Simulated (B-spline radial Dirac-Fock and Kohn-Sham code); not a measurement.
## The K-LL Auger spectrum of Sc³⁺

System: the Sc³⁺ ion, configuration 1s2 2s2 2p6 3s2 3p6.

Model: Dirac-Fock ΔSCF + Breit + QED. Program: a radial atomic solver. The two-hole levels come from diagonalising the Coulomb interaction among the jj configurations; intensities are independent-particle Coulomb rates. Kinetic energies are from the vacuum level. Electron correlation is not included.

| kinetic energy (eV) | J | leading jj holes (weight) | leading LS term (weight) | intensity (%) |
| --- | --- | --- | --- | --- |
| 3382.0 | 0 | L1L1 (0.98) | ¹S0 (0.98) | 6.0 |
| 3466.4 | 1 | L1L3 (0.59) | ¹P1 (0.99) | 20.4 |
| 3493.7 | 0 | L1L2 (1.00) | ³P0 (1.00) | 0.7 |
| 3495.4 | 1 | L1L2 (0.59) | ³P1 (0.99) | 2.0 |
| 3498.3 | 2 | L1L3 (1.00) | ³P2 (1.00) | 3.0 |
| 3562.7 | 0 | L2L2 (0.56) | ¹S0 (0.92) | 6.3 |
| 3573.7 | 2 | L2L3 (0.83) | ¹D2 (0.96) | 59.2 |
| 3581.5 | 0 | L3L3 (0.57) | ³P0 (0.94) | 0.3 |
| 3582.0 | 1 | L2L3 (1.00) | ³P1 (1.00) | 0.0 |
| 3585.6 | 2 | L3L3 (0.83) | ³P2 (0.96) | 2.1 |

The strongest line, by its leading LS label ¹D2, lies at 3573.7 eV. The mean weight of the leading component is 0.80 in jj and 0.98 in LS coupling, so LS labels describe these levels better.

Values without a named source are computed, but for edge energies of neutral atoms, which are taken from tables.
